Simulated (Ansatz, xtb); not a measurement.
C5H6O2S: 3 structures ranked

3 gas-phase structures of C5H6O2S, from a drawn sample of its isomers (lower ones may exist). Each was relaxed with GFN2-xTB; where two conformers were screened, the lower at r2SCAN-D4/def2-SVP is listed:

A. `COc1csc(O)c1`, a singlet
B. `COc1ccc(O)s1`, a singlet
C. `COc1cc(O)cs1`, a singlet

Make a reasoned guess at their ranking by r2SCAN-D4/def2-SVP single-point energy.

Calculated order at r2SCAN-D4/def2-SVP: A (0.0), C (0.3), B (3.5) kcal/mol. Less than 1 kcal/mol parts A and C, so the order within that pair means little.

Energies above the lowest of each column, in kcal/mol; the last columns are at PBE-D3(BJ)/def2-SVP geometries:

| structure | GFN2-xTB | HF/STO-3G | r2SCAN-D4/def2-SVP | PBE-D3(BJ)/def2-SVP | CCSD(T)/def2-SVP + ΔMP2/def2-TZVPP |
| --- | --- | --- | --- | --- | --- |
| A | 0.7 | 3.0 | 0.0 | 0.0 | 0.0 |
| C | 0.0 | 3.3 | 0.3 | 0.2 | 0.6 |
| B | 4.0 | 0.0 | 3.5 | 3.0 | 3.6 |

CCSD(T)/def2-SVP + ΔMP2/def2-TZVPP puts A lowest, with C within 1 kcal/mol; HF/STO-3G picks B. Flexible structures stand in one conformer each, not always the lowest. ΔMP2 is the change of the MP2 energy from the smaller to the larger basis.

Programs: Ansatz 0.2.0, xtb 6.7.1.
